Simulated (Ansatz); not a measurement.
Basis sets compared for [TaS4]3- (TaS4³⁻). Charge -3, multiplicity 1. Geometry PBE-D4/def2-SVPD. Ansatz on 4 threads of Arm Neoverse V2 on a shared host; times are rough, and most runs start from earlier orbitals.

```xyz
5

Ta    0.000    0.000    0.000
S     1.137    2.049   -0.100
S    -0.888   -0.505   -2.111
S    -1.741    0.147    1.565
S     1.492   -1.691    0.646
```

In the def2 sets Ta takes a core potential; there is no spin–orbit coupling. A multiply charged anion in the gas phase is held together partly by the finite basis. At PBE-D4/def2-SVPD, PBE-D4/def2-TZVPD, PBE0-D4/def2-SVPD, PBE0-D4/def2-TZVPD the highest occupied level of the charge -3 singlet lies above zero (up to 6.51 eV). The electron is either unbound and held by the finite basis, or the level is raised by self-interaction error.

```json
{"level": "PBE-D4/def2-SVPD", "functions": "143", "energy (Eh)": "-1648.7542", "HOMO (eV)": "6.51", "LUMO (eV)": "8.67", "wall time": "1.8 s"}
{"level": "PBE0-D4/def2-SVPD", "functions": "143", "energy (Eh)": "-1648.8234", "HOMO (eV)": "5.60", "LUMO (eV)": "9.13", "wall time": "2.6 s"}
```

Estimate the rows for PBE-D4/def2-TZVPD, PBE0-D4/def2-TZVPD.


| level | functions | energy (Eh) | HOMO (eV) | LUMO (eV) | wall time |
| --- | --- | --- | --- | --- | --- |
| PBE-D4/def2-TZVPD | 227 | -1649.2929 | 6.46 | 7.55 | 2.8 s |
| PBE0-D4/def2-TZVPD | 227 | -1649.3582 | 5.59 | 7.93 | 5 s |
